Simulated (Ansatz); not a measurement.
Geometry optimisation, RHF/def2-SVP (Ansatz).

Input file:

```yaml
crystal:
  periodic: [false, false, false]
  atoms:
    - { symbol: B, position_ang: [-0.321, -0.6108, 0.1001] }
    - { symbol: O, position_ang: [-0.2019, 1.1301, 0.1233] }
    - { symbol: F, position_ang: [-0.6459, -1.0555, -1.0833] }
    - { symbol: F, position_ang: [-0.7954, -1.1158, 1.1962] }
    - { symbol: H, position_ang: [0.9804, 0.6665, 0.2162] }
    - { symbol: F, position_ang: [1.3509, -0.481, 0.2074] }
    - { symbol: H, position_ang: [-0.3673, 1.4665, -0.7599] }
basis:
  gaussian: { orbitals: def2-SVP }
hamiltonian:
  xc: hf
relax:
  f_tol: 0.15
  max_steps: 25
  restrain:
    - { distance: [0, 5], at: 1.41, k: 30.0 }
    - { distance: [4, 1], at: 0.97, k: 30.0 }
    - { distance: [0, 1], at: 2.8, k: 30.0 }
    - { distance: [4, 5], at: 2.18, k: 30.0 }
output:
  orbitals: {}
```

Command:

```bash
$ ansatz run input.yaml --threads 1 --pin off --max-ram 2048MiB --backend cpu --events-out ev --progress --plain --runs-dir out
```

Task: Where does it end, and by what steps?

Result: The forces met the threshold. The restraints hold the end off the free minimum. After 8 steps the energy has fallen by 1.934 eV (the restraints' own energy left out); H5 moved furthest, 0.66 Å. Parted: B1–O2. Joined: O2–H5.

```json
{"step": "0", "energy less start (eV)": "0.0000", "largest force component (eV/Å)": "3.297", "accepted": "yes"}
{"step": "1", "energy less start (eV)": "-0.3432", "largest force component (eV/Å)": "4.161", "accepted": "yes"}
{"step": "2", "energy less start (eV)": "-1.4566", "largest force component (eV/Å)": "4.037", "accepted": "yes"}
{"step": "3", "energy less start (eV)": "-1.8230", "largest force component (eV/Å)": "1.477", "accepted": "yes"}
{"step": "4", "energy less start (eV)": "-1.9120", "largest force component (eV/Å)": "1.120", "accepted": "yes"}
{"step": "5", "energy less start (eV)": "-1.8975", "largest force component (eV/Å)": "1.591", "accepted": "yes"}
{"step": "6", "energy less start (eV)": "-1.9250", "largest force component (eV/Å)": "1.791", "accepted": "yes"}
{"step": "7", "energy less start (eV)": "-1.9324", "largest force component (eV/Å)": "1.786", "accepted": "yes"}
{"step": "8", "energy less start (eV)": "-1.9342", "largest force component (eV/Å)": "1.738", "accepted": "yes"}
```

```xyz
7
Properties=species:S:1:pos:R:3
B -0.163 -1.197 0.154
O -0.085 1.593 0.071
F -0.708 -1.323 -1.014
F -0.813 -1.469 1.237
H 0.823 1.301 0.116
F 1.143 -0.859 0.232
H -0.196 1.954 -0.796
```

Whether the end is a true minimum wasn't checked by a vibrational analysis.

Time of the run: 13 s on 1 thread of Arm Neoverse V1, with other jobs on the host, peak memory 0.14 GiB.
